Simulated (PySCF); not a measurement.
I (SMILES [I-]), charge -1, singlet (all electrons, no relativity); WB97X/6-311G** (PySCF).

Here is a job for PySCF.
```python
from pyscf import gto, scf, dft

mol = gto.M(
    atom='''
I     0.000000    0.000000    0.000000
''',
    basis='6-311g**',
    charge=-1,
    spin=0,
    verbose=4,
)

mf = dft.RKS(mol)
mf.xc = 'wb97x'
mf.kernel()
mf.analyze()
```

Write the output that PySCF gives for this input, abridged.


```
PySCF version 2.14.0

[INPUT] verbose = 4
[INPUT] num. atoms = 1
[INPUT] num. electrons = 54
[INPUT] charge = -1
[INPUT] spin (= nelec alpha-beta = 2S) = 0
[INPUT] symmetry False subgroup None
[INPUT] Mole.unit = angstrom
[INPUT] Symbol           X                Y                Z      unit          X                Y                Z       unit  Magmom
[INPUT]  1 I      0.000000000000   0.000000000000   0.000000000000 AA    0.000000000000   0.000000000000   0.000000000000 Bohr   0.0

nuclear repulsion = 0
number of shells = 24
number of NR pGTOs = 86
number of NR cGTOs = 62
basis = 6-311g**
ecp = {}

******** <class 'pyscf.dft.rks.RKS'> ********
method = RKS
initial guess = minao
damping factor = 0
level_shift factor = 0
DIIS = <class 'pyscf.scf.diis.CDIIS'>
diis_start_cycle = 1
diis_space = 8
diis_damp = 0
SCF conv_tol = 1e-09
SCF conv_tol_grad = None
SCF max_cycles = 50
direct_scf = True
direct_scf_tol = 1e-13
XC library pyscf.dft.libxc version 7.1.2
    S. Lehtola, C. Steigemann, M. J. T. Oliveira, and M. A. L. Marques,  SoftwareX 7, 1–5 (2018)
XC functionals = wb97x
    J.-D. Chai and M. Head-Gordon,  J. Chem. Phys. 128, 084106 (2008)
radial grids:
    Treutler-Ahlrichs [JCP 102, 346 (1995); DOI:10.1063/1.469408] (M4) radial grids

becke partition: Becke, JCP 88, 2547 (1988); DOI:10.1063/1.454033
pruning grids: <function nwchem_prune>
grids dens level: 3
symmetrized grids: False
atomic radii adjust function: <function treutler_atomic_radii_adjust>
small_rho_cutoff = 0
Set gradient conv threshold to 3.16228e-05
Initial guess from minao.
tot grids = 21960
init E= -6881.96000178761
  HOMO = -0.328873988158821  LUMO = 0.278716981463308  gap/eV = 16.53339
cycle= 1 E= -6919.51012125468  delta_E= -37.6  |g|= 6.35  |ddm|=  2.6
  HOMO = -0.0814062604888744  LUMO = 0.501963957513705  gap/eV = 15.87431
cycle= 2 E= -6919.65196319017  delta_E= -0.142  |g|= 1.88  |ddm|= 0.994
  HOMO = -0.0941720924513241  LUMO = 0.4941970522316  gap/eV = 16.01034
cycle= 3 E= -6919.69654873884  delta_E= -0.0446  |g|= 0.479  |ddm|= 0.479
  HOMO = -0.117853084749048  LUMO = 0.481938031551238  gap/eV = 16.32115
cycle= 4 E= -6919.70350118523  delta_E= -0.00695  |g|= 0.0656  |ddm|= 0.214
  HOMO = -0.111800148515619  LUMO = 0.484666323336142  gap/eV = 16.23068
cycle= 5 E= -6919.70379258684  delta_E= -0.000291  |g|= 0.00153  |ddm|= 0.0467
  HOMO = -0.112442518324179  LUMO = 0.484266786131988  gap/eV = 16.23729
cycle= 6 E= -6919.7037930128  delta_E= -4.26e-07  |g|= 0.000175  |ddm|= 0.00337
  HOMO = -0.112422240087267  LUMO = 0.484258644140996  gap/eV = 16.23651
cycle= 7 E= -6919.70379302371  delta_E= -1.09e-08  |g|= 3.82e-05  |ddm|= 0.0006
  HOMO = -0.112436119198913  LUMO = 0.484249606575257  gap/eV = 16.23665
cycle= 8 E= -6919.70379302403  delta_E= -3.27e-10  |g|= 2.56e-06  |ddm|= 0.000123
  HOMO = -0.112435081034244  LUMO = 0.484250023531306  gap/eV = 16.23663
Extra cycle  E= -6919.70379302405  delta_E= -1.27e-11  |g|= 1.38e-06  |ddm|= 9.99e-06
converged SCF energy = -6919.70379302405
**** SCF Summaries ****
Total Energy =                       -6919.703793024045808
Nuclear Repulsion Energy =               0.000000000000000
One-electron Energy =                -9523.965601218627853
Two-electron Energy =                 2604.261808194582045
Two-electron Coulomb Energy =         2781.110043598701395
DFT Exchange-Correlation Energy =     -176.848235404119492
HOMO-LUMO gap [eV] =                    16.236628712717248
**** MO energy ****
MO #1   energy= -1165.16306969925  occ= 2
MO #2   energy= -175.929875322043  occ= 2
MO #3   energy= -165.328971312233  occ= 2
MO #4   energy= -165.328971312232  occ= 2
MO #5   energy= -165.328971312228  occ= 2
MO #6   energy= -35.5557668722133  occ= 2
MO #7   energy= -31.0518300396892  occ= 2
MO #8   energy= -31.0518300396875  occ= 2
MO #9   energy= -31.0518300396867  occ= 2
MO #10  energy= -22.7268818675248  occ= 2
MO #11  energy= -22.7268818675225  occ= 2
MO #12  energy= -22.7268818675224  occ= 2
MO #13  energy= -22.726881867522   occ= 2
MO #14  energy= -22.7268818675209  occ= 2
MO #15  energy= -6.16506291403499  occ= 2
MO #16  energy= -4.57374872111906  occ= 2
MO #17  energy= -4.57374872111834  occ= 2
MO #18  energy= -4.57374872111824  occ= 2
MO #19  energy= -1.84672454792303  occ= 2
MO #20  energy= -1.84672454792221  occ= 2
MO #21  energy= -1.84672454792144  occ= 2
MO #22  energy= -1.8467245479172   occ= 2
MO #23  energy= -1.84672454791677  occ= 2
MO #24  energy= -0.478137123583014 occ= 2
MO #25  energy= -0.112435081038441 occ= 2
MO #26  energy= -0.112435081037406 occ= 2
MO #27  energy= -0.112435081034244 occ= 2
MO #28  energy= 0.484250023531306  occ= 0
MO #29  energy= 0.484250023532023  occ= 0
MO #30  energy= 0.484250023533145  occ= 0
MO #31  energy= 0.541237996166498  occ= 0
MO #32  energy= 0.762283640788334  occ= 0
MO #33  energy= 0.762283640790759  occ= 0
MO #34  energy= 0.762283640791063  occ= 0
MO #35  energy= 0.762283640792002  occ= 0
 ** Mulliken pop on meta-lowdin orthogonal AOs  **
 ** Mulliken pop  **
 ** Mulliken atomic charges  **
charge of    0I =     -1.00000

WARN: System has nonzero charge -1; the dipole moment is origin-dependent.
Location of origin: [0. 0. 0.]

Dipole moment(X, Y, Z, Debye): -0.00000,  0.00000, -0.00000
```
